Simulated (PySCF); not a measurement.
**Pt²⁺ (platinum, charge +2) across methods**

[Xe] 4f14 5d7 6s1, high-spin 5F determinant (an excited configuration). All numbers are calculated (PySCF 2.14, a scalar-relativistic core potential, in def2-TZVPPD with the def2 core potential (60 electrons)).

```json
{"method": "LC-wPBE", "E (hartree)": "-118.1530", "mean ε 5d α (eV)": "-34.309", "mean ε 5d β (eV)": "-32.066", "mean ε 6s α (eV)": "-27.461", "Σ⟨r²⟩ (bohr²)": "35.96", "⟨S²⟩": "6.001"}
{"method": "LDA", "E (hartree)": "-117.8933", "mean ε 5d α (eV)": "-29.774", "mean ε 5d β (eV)": "-27.512", "mean ε 6s α (eV)": "-24.534", "Σ⟨r²⟩ (bohr²)": "36.32", "⟨S²⟩": "6.000"}
{"method": "PBE0", "E (hartree)": "-118.1238", "mean ε 5d α (eV)": "-31.606", "mean ε 5d β (eV)": "-29.230", "mean ε 6s α (eV)": "-25.039", "Σ⟨r²⟩ (bohr²)": "36.04", "⟨S²⟩": "6.001"}
{"method": "HSE06", "E (hartree)": "-118.1212", "mean ε 5d α (eV)": "-31.175", "mean ε 5d β (eV)": "-28.819", "mean ε 6s α (eV)": "-24.643", "Σ⟨r²⟩ (bohr²)": "36.06", "⟨S²⟩": "6.001"}
{"method": "M06-L", "E (hartree)": "-118.2145", "mean ε 5d α (eV)": "-30.012", "mean ε 5d β (eV)": "-27.844", "mean ε 6s α (eV)": "-23.703", "Σ⟨r²⟩ (bohr²)": "35.83", "⟨S²⟩": "6.002"}
{"method": "UHF", "E (hartree)": "-117.40546", "mean ε 5d α (eV)": "-36.444", "mean ε 5d β (eV)": "-33.420", "mean ε 6s α (eV)": "-26.868", "Σ⟨r²⟩ (bohr²)": "36.07", "⟨S²⟩": "6.004"}
{"method": "PBE", "E (hartree)": "-118.1537", "mean ε 5d α (eV)": "-29.684", "mean ε 5d β (eV)": "-27.476", "mean ε 6s α (eV)": "-24.192", "Σ⟨r²⟩ (bohr²)": "36.14", "⟨S²⟩": "6.001"}
{"method": "r2SCAN", "E (hartree)": "-118.1809", "mean ε 5d α (eV)": "-30.309", "mean ε 5d β (eV)": "-27.665", "mean ε 6s α (eV)": "-24.501", "Σ⟨r²⟩ (bohr²)": "35.97", "⟨S²⟩": "6.001"}
{"method": "BP86", "E (hartree)": "-118.2413", "mean ε 5d α (eV)": "-29.764", "mean ε 5d β (eV)": "-27.683", "mean ε 6s α (eV)": "-24.353", "Σ⟨r²⟩ (bohr²)": "36.12", "⟨S²⟩": "6.001"}
```

Energies and moments cover only the electrons outside the core potential. Spin-orbit coupling, absent here, splits the open shell strongly.
